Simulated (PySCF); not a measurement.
AlBH4O4, SMILES [OH][Al]([OH])[B](O)O. Geometry: ωB97X-D3(BJ)/def2-SVP. The structure was generated by enumeration; whether it is a known compound was not checked. One conformer was computed; it need not be the lowest.

Computed equilibrium geometry at ωB97X-D3(BJ)/def2-SVP (PySCF confirms it by a frequency run) as a Z-matrix, and its point group (one conformer of several):
point group C2.
```
Al
O 1 1.7108
H 2 0.9580 1 129.28
O 1 1.7108 2 120.75 3 -0.02
H 4 0.9580 1 129.28 2 -0.02
B 1 2.1162 2 119.63 3 179.98
O 6 1.3731 1 119.06 2 90.45
H 7 0.9668 6 114.66 1 180.00
O 6 1.3731 7 121.87 8 0.00
H 9 0.9668 6 114.66 7 0.00
```
Charge 0, spin multiplicity 1.
